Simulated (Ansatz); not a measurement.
Ansatz (a program for electronic structure) input (B3LYP/6-31G*):

Ansatz 0.2 input:
```yaml
crystal:
  periodic: [false, false, false]
  atoms:
    - {symbol: C, position_ang: [-1.32242100, -0.11982500, -0.08214200]}
    - {symbol: C, position_ang: [0.12245500, 0.01674700, -0.55414100]}
    - {symbol: F, position_ang: [0.78381300, -1.06184300, 0.19671700]}
    - {symbol: F, position_ang: [0.57909600, 1.18200300, 0.21929100]}
    - {symbol: H, position_ang: [-1.40615300, -0.13857400, 1.02222000]}
    - {symbol: H, position_ang: [-1.74964700, -1.04420600, -0.48316500]}
    - {symbol: H, position_ang: [-1.91058700, 0.71980800, -0.46541900]}
basis:
  gaussian:
    orbitals: 6-31G*
hamiltonian:
  xc: {name: B3LYP}
total_charge: -1
relax: {f_tol: 0.003, max_steps: 120}
```

From the output:

```
reference -7554.46083449 eV, -277.6213150702 hartree; 17, 17 occupied and 49, 49 virtual orbitals, 704 factors
relax step   2: F+E_penalty+E_count = -7554.46067430 eV  Δ(F+E_penalty+E_count) = -8.981e-3 eV  max|allowed force component| = 1.580e-1 eV/Å  Δτ_max = 0.0253 Å  (25 SCF iters, accepted)
these checks for a lower state are left out or cut short: starts, cluster_reference, orbital_swaps, neighbouring_geometries, increment
integrals: 0.02 GiB planned
704 factors; integrals over basis functions are off by at most 4.5e-4 eV
mean field: 0.18 GiB planned
mean field -7554.46346292 eV, -277.6214116631 hartree, gradient 6.6e-6 eV, S^2 0.000000; 0 other end points of the search recorded, 0 dependent functions left out
the calculation of the forces begins
reference -7554.46362325 eV, -277.6214175551 hartree; 17, 17 occupied and 49, 49 virtual orbitals, 704 factors
relax step   3: F+E_penalty+E_count = -7554.46346292 eV  Δ(F+E_penalty+E_count) = -2.789e-3 eV  max|allowed force component| = 6.555e-2 eV/Å  Δτ_max = 0.0083 Å  (24 SCF iters, accepted)
these checks for a lower state are left out or cut short: starts, cluster_reference, orbital_swaps, neighbouring_geometries, increment
integrals: 0.02 GiB planned
704 factors; integrals over basis functions are off by at most 4.5e-4 eV
mean field: 0.18 GiB planned
mean field evaluation 32: about -7554.4638 eV, gradient 1.7e-4 eV
mean field -7554.46378271 eV, -277.6214234150 hartree, gradient 1.9e-5 eV, S^2 0.000000; 0 other end points of the search recorded, 0 dependent functions left out
the calculation of the forces begins
reference -7554.46394313 eV, -277.6214293105 hartree; 17, 17 occupied and 49, 49 virtual orbitals, 704 factors
relax step   4: F+E_penalty+E_count = -7554.46378271 eV  Δ(F+E_penalty+E_count) = -3.198e-4 eV  max|allowed force component| = 4.550e-2 eV/Å  Δτ_max = 0.0030 Å  (24 SCF iters, accepted)
these checks for a lower state are left out or cut short: starts, cluster_reference, orbital_swaps, neighbouring_geometries, increment
integrals: 0.02 GiB planned
704 factors; integrals over basis functions are off by at most 4.5e-4 eV
mean field: 0.18 GiB planned
mean field -7554.46383632 eV, -277.6214253852 hartree, gradient 5.8e-5 eV, S^2 0.000000; 0 other end points of the search recorded, 0 dependent functions left out
the calculation of the forces begins
reference -7554.46399673 eV, -277.6214312804 hartree; 17, 17 occupied and 49, 49 virtual orbitals, 704 factors
relax step   5: F+E_penalty+E_count = -7554.46383632 eV  Δ(F+E_penalty+E_count) = -5.361e-5 eV  max|allowed force component| = 2.149e-2 eV/Å  Δτ_max = 0.0006 Å  (21 SCF iters, accepted)
these checks for a lower state are left out or cut short: starts, cluster_reference, orbital_swaps, neighbouring_geometries, increment
integrals: 0.02 GiB planned
704 factors; integrals over basis functions are off by at most 4.5e-4 eV
mean field: 0.18 GiB planned
mean field -7554.46386002 eV, -277.6214262561 hartree, gradient 7.0e-5 eV, S^2 0.000000; 0 other end points of the search recorded, 0 dependent functions left out
the calculation of the forces begins
reference -7554.46402039 eV, -277.6214321497 hartree; 17, 17 occupied and 49, 49 virtual orbitals, 704 factors
relax step   6: F+E_penalty+E_count = -7554.46386002 eV  Δ(F+E_penalty+E_count) = -2.370e-5 eV  max|allowed force component| = 2.545e-3 eV/Å  Δτ_max = 0.0017 Å  (20 SCF iters, accepted)
integrals: 0.02 GiB planned
704 factors; integrals over basis functions are off by at most 4.5e-4 eV
mean field: 0.18 GiB planned
mean field -7554.46386002 eV, -277.6214262561 hartree, gradient 7.0e-5 eV, S^2 0.000000; 1 other end points of the search recorded, 0 dependent functions left out
the calculation of the forces begins
reference -7554.46402039 eV, -277.6214321497 hartree; 17, 17 occupied and 49, 49 virtual orbitals, 704 factors
Total energy: -7554.46402039 eV, -277.6214321497 hartree
Atom 0 at    -1.313687    -0.118987    -0.086238 Å, force    -0.001686    -0.000139    -0.001437 eV/Å
Atom 1 at     0.141382     0.018642    -0.570834 Å, force     0.000762     0.000095    -0.002545 eV/Å
Atom 2 at     0.779513    -1.069192     0.203022 Å, force     0.000756     0.001247     0.000537 eV/Å
Atom 3 at     0.573549     1.188325     0.225733 Å, force     0.000970    -0.001100     0.000513 eV/Å
Atom 4 at    -1.404753    -0.138440     1.021618 Å, force    -0.001693    -0.000180     0.002494 eV/Å
Atom 5 at    -1.759101    -1.046801    -0.478860 Å, force     0.000366     0.000908     0.000228 eV/Å
Atom 6 at    -1.920346     0.720563    -0.461080 Å, force     0.000524    -0.000832     0.000210 eV/Å
Dipole moment:    -0.315219    -0.031386     0.261139 e Å
```

The dipole moment of an ion depends on the origin.

The geometry given is a B3LYP-D3(BJ)/def2-TZVP minimum.
